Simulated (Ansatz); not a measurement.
ClCs, triplet, at the geometry of the source list (a higher spin typed on purpose: for a closed-shell molecule this is an excited state) (core potentials on Cs). Base run: Ansatz (an electronic-structure program) with BLYP/def2-SV(P).

Ansatz was given this input:
Ansatz 0.2 input:
```yaml
crystal:
  periodic: [false, false, false]
  atoms:
    - {symbol: Cs, position_ang: [-0.89640000, -0.79160000, -0.84180000]}
    - {symbol: Cl, position_ang: [0.89640000, 0.79160000, 0.84180000]}
basis:
  gaussian:
    orbitals: def2-SV_P_.json
hamiltonian:
  xc: blyp
magnetization: {spin_polarized: true, initial_magnetization: 2}
```
The basis file holds def2-SV(P) in the JSON format of the Basis Set Exchange.

The base run was repeated with changes; each row names its change, and settings that it needs were set with it.

```
change                                     E (Eh)  <S^2>
-------------------------------------  ----------  -----
base                                   -480.08282  2.001
functional = wB97X                     -480.11334  2.003
functional = hse06                     -479.95705  2.002
functional = blyp; dispersion = d3bj   -480.08501  2.001
functional = b3lyp; dispersion = d3bj  -480.14425  2.002
functional = cam_b3lyp                 -480.10198  2.002
functional = pbe0                      -479.96605  2.002
functional = SVWN5                     -478.55801  2.001
functional = wB97M-V                   -480.02313  2.001
functional = blyp; dispersion = d4     -480.08458  2.001
functional = hf                        -479.15136  2.006
functional = b3lyp                     -480.14228  2.002
functional = r2scan                    -480.09668  2.003
```

Absolute energies of different levels of theory aren't comparable as measures of quality.
